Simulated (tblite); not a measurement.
Species: C6H10O2SSi.
Structure used (GFN2-xTB), in Å, numbered top down from 1:
```
atom  x, y, z in Å
C1     1.5267    0.1704    1.8371
S2     2.8130   -0.0278    0.5707
C3     1.8278   -0.7324   -0.8113
C4     0.6922    0.1911   -1.2765
C5    -0.5335   -0.5712   -0.8272
Si6   -2.2556    0.1270   -0.8279
C7    -2.1944    1.7291    0.2433
O8    -1.1961    2.1369    0.7825
C9    -0.1116   -1.7502   -0.3636
O10    1.2290   -1.9472   -0.4050
H11    2.0370    0.5252    2.7263
H12    1.0693   -0.7951    2.0338
H13    0.7856    0.8982    1.5188
H14    2.5737   -0.9451   -1.5795
H15    0.7583    1.1791   -0.8211
H16    0.7039    0.3192   -2.3614
H17   -2.6988    0.5533   -2.1594
H18   -3.2148   -0.7798   -0.1975
H19   -3.1390    2.3030    0.3628
H20   -0.6780   -2.5731    0.0335
```

Calculated harmonic vibrations of the isolated species, GFN2-xTB (tblite), most abundant isotopes, no scaling. Against measured fundamentals such values can be off by several per cent, at times by over 20. Modes of hydrogen on silicon can be 10 to 20 % off. One conformer, not necessarily the lowest.

Harmonic wavenumbers (cm⁻¹): 37.3, 63.4, 75.7, 85.6, 104.9, 176.0, 187.9, 198.1, 234.5, 295.0, 344.7, 403.4, 415.8, 452.2, 480.6, 542.6, 612.6, 651.5, 725.9, 732.0, 748.6, 760.8, 778.6, 821.9, 873.0, 933.7, 951.0, 959.3, 975.0, 1029.0, 1095.1, 1113.3, 1158.8, 1188.9, 1222.0, 1254.5, 1268.6, 1318.9, 1360.2, 1442.4, 1449.1, 1469.9, 1634.2, 1741.9, 2236.8, 2269.6, 2691.8, 2952.5, 2967.6, 2997.7, 3026.1, 3035.5, 3063.1, 3134.4.

A = 1565, B = 684.6, C = 547.4 MHz; mass 174.017 u (most abundant isotopes); point group C1, symmetry number 1.

Q: Zero-point energy?

A: Half the sum of the wavenumbers: 31372 cm⁻¹ = 89.70 kcal/mol.

Q: Give the ideal-gas entropy at 200 K and 1 bar in the rigid-rotor, harmonic-oscillator model (classical rotation).

A: Translation 39.41, rotation 29.49, vibration 26.60: S = 95.5 cal/(mol K).

Q: And Cp and H(200 K) − H(0)?

A: Cp = 34.56 cal/(mol K), of which vibrations give 26.61 (their classical limit is 54 R = 107.3); H(200 K) − H(0) = 4.40 kcal/mol without the zero-point energy, 2.81 from vibrations.

Q: What must be added to the electronic energy to get the Gibbs energy at 200 K and 1 bar?

A: ZPE + [H(200 K) − H(0)] − T·S = 89.70 + 4.40 − 19.10 = 75.00 kcal/mol.

Q: Blend soft modes into free rotors: weight 1/[1 + (100 cm⁻¹/ν̃)⁴] for the oscillator and the rest for a rotor with moment μB/(μ + B), μ = h/(8π²ν), B = 10⁻⁴⁴ kg m². What vibrational entropy results?

A: 24.30 cal/(mol K) in place of 26.60, which changes −T·S at 200 K by +0.46 kcal/mol.

Q: Which modes carry the vibrational entropy at 200 K?

A: 37.3 cm⁻¹: 4.61; 63.4 cm⁻¹: 3.56; 75.7 cm⁻¹: 3.22; 85.6 cm⁻¹: 2.98; 104.9 cm⁻¹: 2.59; 176.0 cm⁻¹: 1.65 cal/(mol K); the other 48 give 7.99 together.

Hindered rotation and anharmonicity are outside this model. Other conformers, if any are populated, would add a mixing term that is left out. The structure is chiral; the term R ln 2 for an equal mix with its mirror image is left out.
